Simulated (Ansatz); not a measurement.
F$_{2}$Y (SMILES [F][Y][F]), doublet (typed; the unrestricted solution is spin-contaminated), at a GFN2-xTB geometry (such geometries of metal compounds can be far from the true shape) (the multiplicity is a formal guess) (all electrons, no relativity), with bond 3-1 at 2.2 times its length; PBE/3-21G (Ansatz, a quantum-chemistry and plane-wave program).

Input for Ansatz:
Ansatz 0.2 input:
```yaml
crystal:
  periodic: [false, false, false]
  atoms:
    - {symbol: Y, position_ang: [0.45016088, 0.26732918, 0.10553407]}
    - {symbol: F, position_ang: [-1.35047617, 0.49545990, -1.35079450]}
    - {symbol: F, position_ang: [-1.86067919, -3.95934503, 1.83901556]}
basis:
  gaussian:
    orbitals: 3-21G.json
hamiltonian:
  xc: pbe
magnetization: {spin_polarized: true, initial_magnetization: 1}
scf: {lower_state_search: off}
```
The basis file holds 3-21G in the JSON format of the Basis Set Exchange.

It wrote (shortened):

```
Functional definition: PBE
these checks for a lower state are left out or cut short: stability, starts, cluster_reference, orbital_swaps, neighbouring_geometries, increment
613 factors; their error is unknown
mean field evaluation 1: about -95655.5659 eV, gradient 4.9e1 eV
mean field evaluation 2: about -94799.1890 eV, gradient 2.5e2 eV
mean field evaluation 4: about -95499.9017 eV, gradient 1.7e2 eV
mean field evaluation 8: about -95667.7326 eV, gradient 5.6e0 eV
mean field evaluation 16: about -95668.4736 eV, gradient 4.1e-2 eV
mean field evaluation 32: about -95668.4776 eV, gradient 4.0e-2 eV
mean field -95668.47753961 eV, -3515.7517031574 hartree, gradient 2.6e-6 eV, S^2 1.096031; 0 other end points of the search recorded, 0 dependent functions left out
reference -95668.47759664 eV, -3515.7517052535 hartree; 29, 28 occupied and 28, 29 virtual orbitals, 613 factors
Total energy: -95668.47759664 eV, -3515.7517052535 hartree
Checks for a lower state left out: stability, starts, cluster_reference, orbital_swaps, neighbouring_geometries, increment
```
